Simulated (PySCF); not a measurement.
## Ionisation energy of Ti²⁺ by level of theory

Ti²⁺ [Ar] 3d2 (3F) → Ti³⁺ [Ar] 3d1 (2D), as a difference of total energies. All numbers are calculated (PySCF 2.14, the spin-free X2C one-electron Hamiltonian (Gaussian nucleus), in x2c-TZVPPall with one added diffuse shell each of s, p, d, f type (7s6p5d3f1g, 80 functions)). Correlated levels: valence: [Ar] frozen; valence and next inner shell: [Ne] frozen. The calculations carry no spin-orbit coupling.

Q: Order these methods by the ionisation energy they give, lowest first.
A. MN15
B. MP2 (valence and next inner shell)
C. MP2 (valence)
D. LDA

A: C (26.705 eV), B (27.117 eV), A (27.201 eV), D (28.004 eV).

Errors of the correlated levels include the incompleteness of this basis and the frozen core.

For comparison: 27.492 eV (measured; NIST Atomic Spectra Database, ionization energies).
